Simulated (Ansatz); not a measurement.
Ansatz results at the PBE0-D4/def2-TZVP geometry: size of the dipole moment (PBE/def2-TZVPP) 1.90 D; LUMO energy (PBE/def2-TZVPP) -2.07 eV; LUMO energy (ωB97M-V/def2-TZVPP) 0.28 eV.

Each molecule was computed in one conformer, which needn't be the lowest.

Task: Which molecule gave them?
A. `[CH3][AlH][SiH2]CF`
B. `[CH3][AlH][CH2][SiH2]F`
C. `C[CH]([AlH2])[SiH2]F`
D. `[GaH2][CH]1CO1`

Result: B. The others give `[GaH2][CH]1CO1`: 1.52, -2.51, -0.02; `[CH3][AlH][SiH2]CF`: 1.85, -1.54, 1.01; `C[CH]([AlH2])[SiH2]F`: 2.35, -1.75, 0.72.
